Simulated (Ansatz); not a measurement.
Input and output for C$_{4}$H$_{6}$BClO$_{2}$ (`C[B-]1(Cl)OC=CC=[O+]1`).

```yaml
crystal:
  periodic: [false, false, false]
  atoms:
    - {symbol: C, position_ang: [-0.706132, -2.063351, 0.377355]}
    - {symbol: B, position_ang: [0.113869, -0.835334, -0.169273]}
    - {symbol: Cl, position_ang: [1.495800, -1.273324, -1.327428]}
    - {symbol: O, position_ang: [-0.788281, 0.128051, -0.928435]}
    - {symbol: C, position_ang: [-0.525158, 1.370931, -0.961350]}
    - {symbol: C, position_ang: [0.414035, 1.977954, -0.146364]}
    - {symbol: C, position_ang: [0.949704, 1.198717, 0.863809]}
    - {symbol: O, position_ang: [0.747212, -0.051304, 0.971795]}
    - {symbol: H, position_ang: [-0.056484, -2.750820, 0.923475]}
    - {symbol: H, position_ang: [-1.506138, -1.745575, 1.053765]}
    - {symbol: H, position_ang: [-1.161122, -2.621740, -0.443671]}
    - {symbol: H, position_ang: [-1.134563, 1.955151, -1.651105]}
    - {symbol: H, position_ang: [0.600495, 3.039213, -0.196934]}
    - {symbol: H, position_ang: [1.543762, 1.642230, 1.663062]}
basis:
  gaussian: {orbitals: aug-cc-pVTZ}
hamiltonian: {xc: {name: RPBE}, dispersion: d4}
scf: {lower_state_search: off}
```

```sh
$ ansatz run in.yaml --threads 4 --pin off --events-out ev --progress --plain --max-ram 11315MiB
```

Shortened log:

```
Functional definition: RPBE
2189 factors; their error is unknown
mean field evaluation 1: about -21525.1377 eV, gradient 9.3e1 eV
mean field evaluation 2: about -21486.3922 eV, gradient 1.5e2 eV
mean field evaluation 4: about -21542.7454 eV, gradient 2.6e1 eV
mean field evaluation 8: about -21544.0229 eV, gradient 4.2e-1 eV
mean field evaluation 16: about -21543.9629 eV, gradient 5.0e-4 eV
mean field -21543.96289284 eV, -791.7260332894 hartree, gradient 4.5e-6 eV, S^2 0.000000; 0 other end points of the search recorded, 0 dependent functions left out
reference -21543.96296776 eV, -791.7260360426 hartree; 34, 34 occupied and 476, 476 virtual orbitals, 2189 factors
Total energy: -21545.42244024 eV, -791.7796706670 hartree
Checks for a lower state left out: stability, starts, cluster_reference, orbital_swaps, neighbouring_geometries, increment
```

Run time 7 s (4 threads of an Arm Neoverse V1 on a shared host); peak host memory 1.4 GiB.
